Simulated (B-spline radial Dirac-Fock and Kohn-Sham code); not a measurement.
The computed values come from a radial finite-basis atomic code: multi-electron Dirac-Fock with separately optimised hole states, Breit and Lamb-shift corrections added in first order. Free neutral atoms.

Problem. Order these X-ray lines by photon energy, lowest first.
A. Co Lβ4
B. Pr Mζ1
C. Cd Mζ1
D. Ti Lℓ
E. Pm Mζ1
F. Nd Mζ2

Solution. C (333.1 eV), D (391.7 eV), B (703.4 eV), F (741.7 eV), E (781.9 eV), A (865.1 eV).
